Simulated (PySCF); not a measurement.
An unknown is described by computed data only.

Elements present: C, H, N, O and Si. Monoisotopic mass: 144.0719 u.

| Property | Result |
| --- | --- |
| Valence photoelectron | vertical ionisation energy: 8.64 eV [ΔSCF PBE0/def2-SVPD] |
| NMR, other nuclei | isotropic shieldings of nuclei other than C and H, by class: 112 (1 N), 238 (1 N), -108 (1 O), 360 (1 Si) ppm [GIAO PBE/pcSseg-1] |
| 13C NMR | chemical shifts (computed TMS as zero) by class: 164.2 (1 C), 55.4 (1 C), 52.8 (1 C), 23.1 (1 C), 18.0 (1 C) ppm [GIAO PBE/pcSseg-1] |
| XPS | Si2p3/2 106.7, C1s 290.0, C1s 290.9, C1s 291.6, C1s 291.6, C1s 293.2, N1s 404.4, N1s 405.3, O1s 536.5, Si1s 1846.5 eV [ΔSCF SCAN, pcX-2 on the ionised atom, pcseg-1 elsewhere, spin-free X2C, 2p3/2 from a spin–orbit splitting computed afterwards within the 2p shell] |
| Rotational structure | rotational constants A, B, C: 2.615, 0.816, 0.806 GHz [PBE0-D3(BJ)/def2-SVP] |
| UV, first state | lowest singlet excitation: 5.70 eV (218 nm, f = 0.002) [TDDFT PBE0/def2-SVPD] |
| 1H NMR | chemical shifts (computed TMS as zero) by class: 5.26 (1 H), 4.99 (1 H), 4.96 (1 H), 4.37 (1 H), 3.25 (1 H), 3.02 (1 H), 1.80 (3 H), 1.68 (1 H), 1.07 (1 H), -0.07 (1 H) ppm [GIAO PBE/pcSseg-1] |
| UV, strongest line | among the 10 lowest singlet transitions: S9 at 7.03 eV (176 nm, f = 0.059) [TDDFT PBE0/def2-SVPD] |
| Triplet | lowest triplet excitation (Tamm–Dancoff): 5.17 eV [TDA PBE0/def2-SVPD] |

The electronic properties come from PySCF, for the isolated species, density fitting. Levels stand in brackets. Isolated species at its PBE0-D3(BJ)/def2-SVP geometry (one conformer only). NMR classes are plain means over equivalent atoms (diastereotopic ones count apart unless rotation or inversion swaps them), as if these changed places fast.

Task: Which formula fits the mass and the elements?

Result: C5H12N2OSi (calculated 144.0719). No other formula that holds each of these elements comes within 0.0003 u with a fitting electron parity and a possible valence count.

Task: What is the compound? Reason from the data.

Result: Numbering: `[CH3:1][C:2](=[O:3])[NH:4][C@@H:5]1[CH2:6][NH:7][SiH2:8][CH2:9]1`. Its formula, C5H12N2OSi, gives 2 degrees of unsaturation: 1 ring and 1 π bond in the structure found. 5 carbons fall into 5 classes; from least to most shielded: amide carbonyl carbon [C2] (164.2 ppm), ring sp3 carbon bound to nitrogen [C6] (55.4 ppm), ring sp3 carbon bound to nitrogen [C5] (52.8 ppm), methyl carbon next to a carbonyl [C1] (23.1 ppm), ring sp3 carbon bound to silicon [C9] (18.0 ppm). Hydrogen classes from least to most shielded: 1 H on an amide nitrogen, N4 (5.26 ppm), 1 H on an SiH2 silicon, Si8 (4.99 ppm), 1 H on an SiH2 silicon, Si8 (4.96 ppm), 1 H on an sp3 carbon bound to nitrogen, C5 (4.37 ppm), 1 H on an sp3 carbon bound to nitrogen, C6 (3.25 ppm), 1 H on an sp3 carbon bound to nitrogen, C6 (3.02 ppm), 3 H on a methyl carbon next to a carbonyl, C1 (1.80 ppm, a mean of values up to 0.6 ppm apart in this geometry), 1 H on an sp3 carbon bound to silicon, C9 (1.68 ppm), 1 H on an sp3 carbon bound to silicon, C9 (1.07 ppm), 1 H on a silicon-bound nitrogen, N7 (-0.07 ppm). The other shieldings belong to: 112 ppm, amide nitrogen [N4]; 238 ppm, silicon-bound nitrogen [N7]; -108 ppm, amide oxygen [O3]; 360 ppm, SiH2 silicon [Si8]. The core levels belong to: Si2p3/2 106.7 eV, SiH2 silicon [Si8]; C1s 290.0 eV, sp3 carbon bound to silicon [C9]; C1s 290.9 eV, methyl carbon next to a carbonyl [C1]; C1s 291.6 eV, sp3 carbon bound to nitrogen [C6]; C1s 291.6 eV, sp3 carbon bound to nitrogen [C5]; C1s 293.2 eV, amide carbonyl carbon [C2]; N1s 404.4 eV, silicon-bound nitrogen [N7]; N1s 405.3 eV, amide nitrogen [N4]; O1s 536.5 eV, amide oxygen [O3]; Si1s 1846.5 eV, SiH2 silicon [Si8]. The first electron is taken from the HOMO, whose largest Löwdin shares are 0.46 on the silicon-bound nitrogen, 0.10 on the amide nitrogen, 0.10 on an sp3 carbon bound to nitrogen and 0.07 on the SiH2 silicon. The optimised geometry has point group C1 and is an asymmetric top. Structure: `CC(=O)N[C@@H]1CN[SiH2]C1`. The assignments are read from this structure; whether some other isomer fits the data as well wasn't checked. The mirror image fits equally.
